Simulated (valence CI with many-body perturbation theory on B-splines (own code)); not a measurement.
**Energy levels of Ta66+**

Method: valence CI with perturbative core correlation (CI+MBPT): five valence electrons over a frozen Dirac-Fock core [He], a basis of 11 s, 11 p, 10 d, 8 f, 5 g, 2 h functions for each j, with the one-electron correlation potential Σ1 (screened to all orders), the two-electron term Σ2, the three-electron term Σ3, Breit, model QED; selected single and double excitations, second order for the rest, scaled by the run's own slope (own B-spline code, finite nucleus).

The last digits are not significant, and no measured levels were compared; by estimate large intervals hold to a few tenths of a per cent, small ones and those within an open d or f shell to about a per cent. Among the levels kept, up to 7400 cm⁻¹ of a level comes from second order outside the variational space, and about a tenth of that is noise between levels of different J, which matters for small intervals.

Levels 136 to 180 of 202, with energies above the lowest level, (2s^2 2p1/2^2 2p3/2) J=3/2. "Leading %" is the weight of the configuration and term that name the level; weights of strongly mixed levels are sums over their largest components and can fall short. In the jj column 3d3/2^4 stands for four electrons in 3d with j = 3/2. Lifetimes count E1, E2, E3, M1 and M2 decay at the calculated energies, and are blank where another channel may lead or the interval is too uncertain; long ones can be off by a factor of two.

| No. | Configuration | Term | J | E (eV) | Leading % | Second component | Lifetime | Leading jj |
| --- | --- | --- | --- | --- | --- | --- | --- | --- |
| 136 | 2s.2p3.3p | 2P | 3/2 | 12041 | 54 | 26 % 2s.2p3.3p 4P | 2.57 fs | 2s 2p1/2 2p3/2^2 3p3/2 (91 %) |
| 137 | 2p4.3p | 4P° | 3/2 | 12044 | 29 | 17 % 2p4.3p 4S° | 955 as | 2p1/2^2 2p3/2^2 3p1/2 (94 %) |
| 138 | 2p4.3p | 2D° | 5/2 | 12046 | 34 | 25 % 2p4.3p 4D° | 993 as | 2p1/2^2 2p3/2^2 3p1/2 (94 %) |
| 139 | 2s.2p3.3p | 2D | 5/2 | 12057 | 54 | 26 % 2s.2p3.3p 4P | 2.31 fs | 2s 2p1/2 2p3/2^2 3p3/2 (98 %) |
| 140 | 2s.2p3.3d | 6D° | 3/2 | 12075 | 41 | 22 % 2s.2p3.3d 4D° | 6.68 fs | 2s 2p1/2 2p3/2^2 3d3/2 (98 %) |
| 141 | 2s.2p3.3d | 6D° | 1/2 | 12076 | 48 | 18 % 2s.2p3.3d 4D° | 3.21 fs | 2s 2p1/2 2p3/2^2 3d3/2 (99 %) |
| 142 | 2s.2p3.3d | 6D° | 5/2 | 12080 | 34 | 30 % 2s.2p3.3d 4F° | 4.38 fs | 2s 2p1/2 2p3/2^2 3d3/2 (96 %) |
| 143 | 2s.2p3.3p | 4P | 3/2 | 12088 | 31 | 25 % 2s.2p3.3p 4D | 5.63 fs | 2s 2p1/2 2p3/2^2 3p3/2 (100 %) |
| 144 | 2s.2p3.3d | 4G° | 7/2 | 12088 | 36 | 23 % 2s.2p3.3d 4D° | 1.75 fs | 2s 2p1/2 2p3/2^2 3d3/2 (98 %) |
| 145 | 2s.2p3.3p | 2P | 1/2 | 12104 | 73 | 16 % 2s.2p3.3p 4D | 38.6 fs | 2s 2p1/2 2p3/2^2 3p3/2 (99 %) |
| 146 | 2s.2p3.3p | 4P | 5/2 | 12105 | 51 | 17 % 2s.2p3.3p 4F | 2.92 fs | 2s 2p1/2 2p3/2^2 3p3/2 (98 %) |
| 147 | 2p4.3p | 2P° | 1/2 | 12110 | 70 | 19 % 2p4.3p 4D° | 1.05 fs | 2p1/2^2 2p3/2^2 3p1/2 (96 %) |
| 148 | 2s.2p3.3p | 2F | 7/2 | 12111 | 79 | 14 % 2s.2p3.3p 4F | 3.19 fs | 2s 2p1/2 2p3/2^2 3p3/2 (100 %) |
| 149 | 2s.2p3.3p | 4P | 3/2 | 12111 | 36 | 21 % 2s.2p3.3p 2P | 5.83 fs | 2s 2p1/2 2p3/2^2 3p3/2 (99 %) |
| 150 | 2s.2p3.3p | 2D | 5/2 | 12118 | 48 | 19 % 2s.2p3.3p 4D | 16.4 fs | 2s 2p1/2 2p3/2^2 3p3/2 (99 %) |
| 151 | 2s.2p3.3d | 4G° | 9/2 | 12122 | 44 | 42 % 2s.2p3.3d 2G° | 123 fs | 2s 2p1/2 2p3/2^2 3d3/2 (98 %) |
| 152 | 2s.2p3.3p | 2D | 3/2 | 12126 | 35 | 22 % 2s.2p3.3p 2P | 3.78 fs | 2s 2p1/2 2p3/2^2 3p3/2 (100 %) |
| 153 | 2s.2p3.3p | 2D | 5/2 | 12129 | 50 | 20 % 2s.2p3.3p 4D | 20.7 fs | 2s 2p1/2 2p3/2^2 3p3/2 (99 %) |
| 154 | 2s.2p3.3p | 2P | 1/2 | 12132 | 44 | 19 % 2s.2p3.3p 2S | 2.15 fs | 2s 2p1/2 2p3/2^2 3p3/2 (94 %) |
| 155 | 2s.2p3.3d | 4F° | 7/2 | 12132 | 40 | 31 % 2s.2p3.3d 4D° | 794 as | 2s 2p1/2 2p3/2^2 3d3/2 (97 %) |
| 156 | 2s.2p3.3d | 4D° | 5/2 | 12137 | 38 | 32 % 2s.2p3.3d 4P° | 723 as | 2s 2p1/2 2p3/2^2 3d3/2 (96 %) |
| 157 | 2s.2p3.3d | 4P° | 3/2 | 12145 | 41 | 30 % 2s.2p3.3d 4S° | 632 as | 2s 2p1/2 2p3/2^2 3d3/2 (96 %) |
| 158 | 2s.2p3.3p | 2P | 1/2 | 12153 | 60 | 28 % 2s.2p3.3p 4P | 5.57 fs | 2s 2p1/2 2p3/2^2 3p3/2 (99 %) |
| 159 | 2s.2p3.3p | 2D | 3/2 | 12155 | 48 | 30 % 2s.2p3.3p 2P | 5.81 fs | 2s 2p1/2 2p3/2^2 3p3/2 (99 %) |
| 160 | 2s.2p3.3d | 6D° | 9/2 | 12165 | 50 | 22 % 2s.2p3.3d 4G° | 337 fs | 2s 2p1/2 2p3/2^2 3d5/2 (99 %) |
| 161 | 2s.2p3.3d | 4D° | 7/2 | 12171 | 43 | 27 % 2s.2p3.3d 6D° | 20.0 fs | 2s 2p1/2 2p3/2^2 3d5/2 (98 %) |
| 162 | 2s.2p3.3d | 4F° | 3/2 | 12182 | 59 | 11 % 2s.2p3.3d 2D° | 3.98 fs | 2s 2p1/2 2p3/2^2 3d3/2 (90 %) |
| 163 | 2s.2p3.3d | 4D° | 1/2 | 12187 | 76 | 12 % 2s.2p3.3d 4P° | 2.58 fs | 2s 2p1/2 2p3/2^2 3d5/2 (64 %) |
| 164 | 2s2.2p2.4p | 2P° | 3/2 | 12199 | 35 | 19 % 2s2.2p2.4p 4D° | 17.0 fs | 2s^2 2p1/2^2 4p3/2 (100 %) |
| 165 | 2s.2p3.3d | 4D° | 5/2 | 12203 | 30 | 28 % 2s.2p3.3d 4G° | 1.16 fs | 2s 2p1/2 2p3/2^2 3d3/2 (54 %) |
| 166 | 2s.2p3.3d | 4D° | 3/2 | 12206 | 36 | 31 % 2s.2p3.3d 4F° | 2.34 fs | 2s 2p1/2 2p3/2^2 3d3/2 (93 %) |
| 167 | 2s.2p3.3d | 2F° | 5/2 | 12209 | 39 | 20 % 2s.2p3.3d 4D° | 1.96 fs | 2s 2p1/2 2p3/2^2 3d3/2 (61 %) |
| 168 | 2s.2p3.3d | 4G° | 11/2 | 12210 | 100 |  | 447 fs | 2s 2p1/2 2p3/2^2 3d5/2 (100 %) |
| 169 | 2s.2p3.3d | 2G° | 7/2 | 12210 | 70 | 12 % 2s.2p3.3d 4G° | 22.9 fs | 2s 2p1/2 2p3/2^2 3d3/2 (94 %) |
| 170 | 2s.2p3.3d | 4F° | 9/2 | 12214 | 68 | 30 % 2s.2p3.3d 2G° | 172 fs | 2s 2p1/2 2p3/2^2 3d5/2 (99 %) |
| 171 | 2s.2p3.3d | 4D° | 3/2 | 12216 | 39 | 18 % 2s.2p3.3d 2D° | 714 as | 2s 2p1/2 2p3/2^2 3d5/2 (80 %) |
| 172 | 2s.2p3.3d | 4D° | 1/2 | 12216 | 49 | 28 % 2s.2p3.3d 2P° | 1.34 fs | 2s 2p1/2 2p3/2^2 3d3/2 (66 %) |
| 173 | 2s.2p3.3d | 2F° | 5/2 | 12221 | 33 | 22 % 2s.2p3.3d 4F° | 3.55 fs | 2s 2p1/2 2p3/2^2 3d3/2 (83 %) |
| 174 | 2s.2p3.3d | 4P° | 1/2 | 12222 | 31 | 24 % 2s.2p3.3d 2S° | 778 as | 2s 2p1/2 2p3/2^2 3d3/2 (51 %) |
| 175 | 2s.2p3.3d | 2D° | 3/2 | 12232 | 30 | 14 % 2s.2p3.3d 4D° | 612 as | 2s 2p1/2 2p3/2^2 3d3/2 (81 %) |
| 176 | 2s2.2p2.4d | 2D | 3/2 | 12235 | 43 | 32 % 2s2.2p2.4d 4F | 4.67 fs | 2s^2 2p1/2^2 4d3/2 (100 %) |
| 177 | 2s.2p3.3d | 2F° | 5/2 | 12235 | 42 | 23 % 2s.2p3.3d 2D° | 573 as | 2s 2p1/2 2p3/2^2 3d3/2 (93 %) |
| 178 | 2s.2p3.3d | 2D° | 3/2 | 12240 | 45 | 22 % 2s.2p3.3d 2P° | 611 as | 2s 2p1/2 2p3/2^2 3d3/2 (95 %) |
| 179 | 2s.2p3.3d | 4D° | 1/2 | 12247 | 43 | 35 % 2s.2p3.3d 2P° | 635 as | 2s 2p1/2 2p3/2^2 3d3/2 (88 %) |
| 180 | 2s.2p3.3d | 2F° | 7/2 | 12247 | 57 | 25 % 2s.2p3.3d 4D° | 892 as | 2s 2p1/2 2p3/2^2 3d5/2 (93 %) |
